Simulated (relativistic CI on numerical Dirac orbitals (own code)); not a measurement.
## Nd4+ (4f2) in a crystal field

Calculated by Dirac-Coulomb-Breit CI, orbitals from a KLI potential per configuration, model QED (radiative potential, 1s self-energy scaled to tabulated hydrogen-like ionisation energies), valence Slater integrals scaled by 0.7, one configuration in a parametric crystal field (own radial code).

Field parameters in Wybourne normalisation; cubic f-shell fields have B⁴₄ = √(5/14) B⁴₀ and B⁶₄ = −√(7/2) B⁶₀. The field is a parameter set, without covalency.

S is read from ⟨S²⟩ = S(S + 1).

Levels (cm⁻¹, degeneracy): 0 (1), 334 (3), 545 (2), 1061 (3), 3073 (3), 3197 (3), 3562 (2), 3733 (3), 5718 (2), 5811 (3), 6063 (1), 6167 (3).

Q: Which field gives this pattern?
A. Oh, B40 = 3330, B60 = 280 cm⁻¹
B. Oh, B40 = -430, B60 = -240 cm⁻¹
C. Oh, B40 = 1390, B60 = 790 cm⁻¹

A: A. Oh, B40 = 3330, B60 = 280 cm⁻¹, ground level with S = 0.97.
